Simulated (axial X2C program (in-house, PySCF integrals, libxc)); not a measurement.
## Nuclear properties of GaB

Calculated with an axial X2C code built on PySCF integrals: two-component X2C with atomic mean-field Coulomb and Gaunt terms, Gaussian nuclei, basis Ga dyall-cv3z, B dyall-v3z with contracted cores.

R = 2.027 Å (near the PBE0 minimum at charge 0 of the determinant lowest at the starting distance; the state shown can have its own minimum elsewhere).

Input and command:
```json
{"zs": [31, 5], "q": 0, "bas": ["dyall-cv3z", "dyall-v3z"], "r0": 2.09, "levels": ["PBE0", "HF", "LDA", "PBE", "TPSSh"], "nst": 3}
```
```bash
python soeom.py task.json out
```

Keys: zs atomic numbers; q charge; bas basis sets; r0 starting distance in Å; levels methods; nst determinants followed.

Determinant lowest in the PBE0 search, Ω = 1 (⟨Sz⟩ = 1.00, ⟨Lz⟩ = 0.00 at PBE0), spin on the atoms Ga 0.26, B 0.74:

| level | Eeff magnitude (GV/cm) | Ws magnitude Ga (kHz) | A∥/gI Ga (MHz) | qzz Ga (a.u.) | A∥/gI B (MHz) | qzz B (a.u.) | μ (D) |
| --- | --- | --- | --- | --- | --- | --- | --- |
| PBE0 | 0.94 | 0.379 | -213 | -0.36 | 13.4 | 0.28 | -1.78 |
| HF | 2.57 | 1.09 | -130 | -1.88 | 151 | 0.21 | -2.14 |
| LDA | 0.502 | 0.192 | -218 | -0.13 | 0.527 | 0.27 | -1.63 |
| PBE | 0.428 | 0.16 | -187 | -0.14 | -9.22 | 0.26 | -1.76 |
| TPSSh | 0.874 | 0.351 | -195 | -0.34 | 20.9 | 0.28 | -1.73 |

Eeff is the effective electric field on the electron electric dipole moment in this Ω state and Ws the scalar–pseudoscalar constant of the nucleus named (defined with the proton number Z and per Ω); A∥ (defined per Ω) follows by multiplying with gI = μI/(I μN); qzz is the electric field gradient, eQq0 = 234.96 MHz × Q/barn × qzz; μ is positive if the B end (last atom) is positive. The operators were transformed with the bare-nucleus X2C matrices; with these basis sets, hyperfine constants and field gradients can be off by tens of per cent, and where levels differ in sign neither size nor sign is settled.

(1) With gI(69Ga) = 1.3444, Q(11B) = 0.04059 barn (g factors from the IAEA table of nuclear moments by Stone; Q from Pyykkö, Mol. Phys. 2018), turn the PBE0 values of the first state into constants in MHz.

Each state is one determinant with collinear spin, which with several unpaired electrons need not be a pure state. Unrestricted Hartree–Fock can overshoot spin polarisation at the nuclei. With several open shells hyperfine constants can be off by a factor of several. Where Eeff spreads by more than a factor of two the levels disagree and none is to be relied on. Open-shell Ω = 0 determinants with evenly filled partner blocks cannot be reached by this program, so the Ω shown need not be the lowest component. States lie within half an eV, so the first need not be the ground state. Further determinants of the search, some of them spin-mixed, are not shown. Where a field gradient or hyperfine factor spreads by more than a factor of two over the levels, a constant derived from it is not to be relied on.

Results:

(1) A∥(69Ga) = -213 × 1.3444 = -286 MHz; eQq0(11B) = 234.96 × (0.04059) × (0.28) = 2.67 MHz.
